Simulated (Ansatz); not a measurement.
A structure relaxed at PBE0-D4/def2-TZVP, charge 0, multiplicity 1:

```xyz
7

Cl   -1.778   -0.901    1.525
Si   -0.806   -0.063   -0.048
C     0.985   -0.013   -0.142
O     0.204    1.197    0.253
H    -1.732    0.046   -1.185
H     1.600   -0.391    0.671
H     1.527    0.126   -1.074
```

(1) Give its formula and SMILES.

(2) Summarise the bond lengths by kind.

## Answers

(1) CH3ClOSi, `Cl[SiH]1CO1`.

(2) 1 × Cl–Si 2.030 Å; 1 × C–Si 1.794 Å; 1 × O–Si 1.643 Å; 1 × H–Si 1.471 Å; 1 × C–O 1.493 Å; 2 × C–H 1.088 Å.

Computed with Ansatz.
